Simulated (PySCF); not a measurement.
## Orbital picture of NaTe

r²SCAN at R = 2.810 Å; PySCF, scalar-relativistic core potentials, basis sets Na def2-SVP, Te def2-SVP with ECP28. State: ²Π (doublet), unpaired electrons π ↑. Only the outer orbitals are listed, counted within each symmetry, core potentials removing the inner ones.

```
spin  orbital  occ.  ε (eV)  on Na (%)   main shells (%)
   α       3π     1  -30.64        100          100 Na p
   α       3π     1  -30.62        100          100 Na p
   α       6σ     1  -30.58        100          100 Na p
   α       7σ     1  -13.86          2           97 Te s
   α       4π     1   -5.30          3           97 Te p
   α       8σ     1   -4.83         13  86 Te p, 11 Na s
   α       4π     1   -4.18          5           95 Te p
   α       9σ     0   -1.65         94  76 Na s, 18 Na p
   α       5π     0    0.37         97           97 Na p
   α       5π     0    0.48         96           96 Na p
   β       3π     1  -30.64        100          100 Na p
   β       3π     1  -30.62        100          100 Na p
   β       6σ     1  -30.58        100          100 Na p
   β       7σ     1  -12.91          4           96 Te s
   β       8σ     1   -4.53         17  83 Te p, 15 Na s
   β       4π     1   -3.86          6           94 Te p
   β       4π     0   -3.32          8           92 Te p
   β       9σ     0   -1.68         92  73 Na s, 19 Na p
   β       5π     0    0.43         95           95 Na p
```

Q: Which are the highest filled and the lowest empty level, where do they sit, and how wide is the gap?

A: Highest filled β 4π at -3.86 eV (in %: 94 Te p); lowest empty β 4π at -3.32 eV (in %: 92 Te p); the gap at r²SCAN is 0.54 eV. Both belong to one degenerate shell, split only by its one-sided filling, so this is no excitation gap.

```json
{
  "bond order (Mayer)": "0.87",
  "⟨S²⟩": "0.755",
  "charge on Na (Mulliken, basis-dependent)": "0.51",
  "charge on Na (Löwdin, basis-dependent)": "0.21",
  "dipole moment (positive dipole means Na(−)Te(+))": "-8.41 D"
}
```

Spin–orbit coupling is left out. The state is the lowest determinant that a PBE0 search found; another state may lie lower at other levels.
